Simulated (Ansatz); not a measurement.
Reaction (ligand exchange at a Ge–C bond): `[GeH3][C]#[C][GeH3]` + `N[SiH2][SiH3]` → `[SiH3][SiH2][NH][GeH3]` + `C#[C][GeH3]`

Isolated molecules relaxed with PBE0-D4/def2-TZVP in Ansatz; ΔE leaves out vibrations. CCSD(T)/CBS is the MP2 limit (def2-TZVPP, def2-QZVPP) plus CCSD(T) − MP2 in def2-TZVPP, frozen cores. This one scheme is used for every species. DFT in def2-TZVPP. HSE06 is defined as in plane-wave codes. For Ge outer-core shells are correlated without core-valence functions, which leaves a few kJ/mol of doubt a bond. Scalar relativity is left out up to krypton. One conformer a species, not always the lowest.

(1) Is it downhill or uphill in electronic energy at CCSD(T)/CBS, and by how much? (An estimate is asked.)

(2) What do these levels give: BLYP-D4, PBE0-D4, HSE06-D4, ωB97X-V, PBE-QIDH, HSE06, RPA@PBE/def2-TZVPP, CCSD(T)/def2-SVP, HF/def2-TZVPP, SCS-MP2/def2-TZVPP, CCSD/def2-TZVPP, HF/def2-QZVPP? (Estimate.)

Largest T1 diagnostic among the species: 0.012.

Results:

(1) Computed: Uphill: ΔE = +1.9 kcal/mol.

(2) Ansatz gave: BLYP-D4 1.8, PBE0-D4 2.8, HSE06-D4 2.8, ωB97X-V 1.9, PBE-QIDH 2.8, HSE06 3.3, RPA@PBE/def2-TZVPP 2.1, CCSD(T)/def2-SVP 0.9, HF/def2-TZVPP 1.9, SCS-MP2/def2-TZVPP 2.3, CCSD/def2-TZVPP 2.1, HF/def2-QZVPP 1.7 kcal/mol.

The D4 term adds −1.1 kcal/mol with B3LYP and −0.6 kcal/mol with PBE0; it sums over pairs of atoms, weighted by their polarisabilities, and B3LYP, whose exchange is more repulsive, gets the larger term. Leaving LDA and LC-ωPBE aside and taking each functional with its dispersion term where it has one, the values, not all of them listed here, spread over 1.5 kcal/mol, from BHLYP-D4 to PBE-D4. From BLYP to BHLYP (50 % exact exchange), in def2-TZVPP and without D4, ΔE moves by −0.8 kcal/mol.

B3LYP here is the variant with VWN-RPA as its local correlation; programs differ in this.
